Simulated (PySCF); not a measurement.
Si(vinyl)3(OiPr), C₉H₁₆OSi.
Bonds: Si1–C2, Si1–C7, Si1–C12, Si1–O17, C2–C3, C7–C8, C12–C13, O17–C18, C18–C19, C18–C20. Hydrogens: H4 on C2; H5, H6 on C3; H9 on C7; H10, H11 on C8; H14 on C12; H15, H16 on C13; H21 on C18; H22, H23, H24 on C19; H25, H26, H27 on C20.

Method: PBE0-D3(BJ)/def2-SVP geometry optimisation, gas phase (PySCF 2.14.0).

Give the optimised bond lengths and angles.

| bond | length (Å) |
| --- | --- |
| Si1–C2, Si1–C7 | 1.874 |
| Si1–C12 | 1.861 |
| Si1–O17 | 1.673 |
| C2–C3, C7–C8, C12–C13 | 1.339 |
| C2–H4, C7–H9, C12–H14 | 1.099 |
| C3–H5, C8–H10, C13–H15 | 1.096 |
| C3–H6 | 1.096 |
| C8–H11 | 1.096 |
| C13–H16 | 1.096 |
| O17–C18 | 1.415 |
| C18–C19, C18–C20 | 1.518 |
| C18–H21 | 1.110 |
| C19–H22 and 5 like bonds | 1.101 |

Bonds in one row agree within 0.01 Å and their mean is given. A selection of angles:
| angle | degrees |
| --- | --- |
| C2–Si1–C7 | 110.6 |
| C2–Si1–O17 | 110.4 |
| C12–Si1–O17 | 104.2 |
| Si1–C2–C3 | 125.1 |
| Si1–C2–H4 | 117.1 |
| C3–C2–H4 | 117.7 |
| C2–C3–H5 | 121.7 |
| C2–C3–H6 | 122.2 |
| H5–C3–H6 | 116.1 |
| Si1–C7–H9 | 116.4 |
| C7–C8–H11 | 122.1 |
| H10–C8–H11 | 116.0 |
| Si1–C12–C13 | 122.7 |
| Si1–C12–H14 | 118.5 |
| C13–C12–H14 | 118.7 |
| C12–C13–H16 | 122.2 |
| H15–C13–H16 | 117.0 |
| Si1–O17–C18 | 124.4 |
| O17–C18–C19 | 108.2 |
| O17–C18–C20 | 109.4 |
| O17–C18–H21 | 109.8 |
| C19–C18–C20 | 112.8 |
| C19–C18–H21 | 108.3 |
| C18–C19–H22 | 109.9 |
| C18–C19–H23 | 111.2 |
| H22–C19–H23 | 108.6 |
| H22–C19–H24 | 108.0 |

Dihedral angles: C7–Si1–C2–C3 -28° (synperiplanar); C2–Si1–C7–C8 -31° (synclinal); C2–Si1–C12–C13 -115° (anticlinal); C2–Si1–O17–C18 -56° (synclinal); Si1–O17–C18–C19 -132° (anticlinal). The mirror-image conformer, all signs reversed, is as good.

Of the pairs four or more bonds apart, H15···O17 is among the closest relative to their van der Waals radii: 2.56 Å, 94 % of the sum of Bondi's values. The C–C distances run from 1.338 Å (C12–C13) to 1.518 Å (C18–C20), a spread of 0.180 Å. Si1 (silicon bonded to 3 C and O) is distorted tetrahedral (angles from 104.2° to 111.1°).

Point group: C1 (no symmetry element, even within 0.4 Å). Whether it is a minimum is left open (no frequencies). The numbers are those of one conformer (C7–Si1–C2–C3 -28°, C2–Si1–C7–C8 -31°, C2–Si1–C12–C13 -115°, C2–Si1–O17–C18 -56°, Si1–C2–C3–H 3° and -176°).
